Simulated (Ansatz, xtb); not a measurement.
## F2H3Si3+: where a starting geometry ends

The starting geometry of this gas-phase singlet has its atoms placed at random.

```yaml
atoms:
  - { symbol: F, position_ang: [0.0919, 0.5199, -1.8168] }
  - { symbol: F, position_ang: [0.9586, -0.0567, 2.1736] }
  - { symbol: Si, position_ang: [-1.3923, 1.3384, -0.3971] }
  - { symbol: Si, position_ang: [-1.4862, -1.1971, 0.8642] }
  - { symbol: Si, position_ang: [0.6635, -1.2168, 0.4198] }
  - { symbol: H, position_ang: [-0.4718, -1.2480, -0.5782] }
  - { symbol: H, position_ang: [-0.2126, 0.3671, 0.3664] }
  - { symbol: H, position_ang: [-1.9696, 0.1809, -0.1216] }
```

Problem. One run relaxed it with r2SCAN-D4/def2-SVP. What is a likely outcome?

Solution. It ends as a structure with F1 bridging Si5 and Si3, H7 bridging Si3 and Si4, H8 bridging Si3 and Si4, given below by its coordinates. Distances that change by over a tenth: F1–Si5 (2.89 → 2.01 Å), Si3–H8 (1.32 → 1.72 Å), Si5–H6 (1.51 → 1.88 Å), Si5–H7 (1.81 → 3.23 Å). Contacts that open: Si4–Si5 (2.20 → 3.38 Å). Contacts that close: F1–Si3 (2.21 → 1.76 Å), F2–Si5 (2.12 → 1.61 Å), Si4–H7 (2.08 → 1.67 Å).

The energy falls by 7.88 eV over 17 steps:

| step | E − E(last) (eV) |
| --- | --- |
| 1 | 7.883 |
| 3 | 2.326 |
| 5 | 1.117 |
| 6 | 0.865 |
| 8 | 0.485 |
| 10 | 0.306 |
| 12 | 0.062 |
| 13 | 0.039 |
| 15 | 0.001 |
| 17 | 0.000 |

Final geometry (Å):

| atom | x (Å) | y (Å) | z (Å) |
| --- | --- | --- | --- |
| F | 0.4125 | 0.4325 | -0.9516 |
| F | 1.4764 | -0.2838 | 1.2597 |
| Si | -1.0828 | 1.3115 | -0.6597 |
| Si | -2.0185 | -0.7706 | 0.7859 |
| Si | 1.2311 | -1.1735 | -0.0639 |
| H | -0.5878 | -1.3946 | 0.3565 |
| H | -1.2104 | 0.6866 | 0.9377 |
| H | -2.0390 | -0.1202 | -0.7544 |

From the same start GFN2-xTB ends elsewhere, in pieces: FH2Si2 + FHSi.

From so rough a start the end depends on the optimiser's path, so another program may land elsewhere. The end wasn't checked by frequencies. Run with Ansatz 0.2.0, 2.6 min on 1 thread of AMD EPYC (Zen 3), on a shared host.
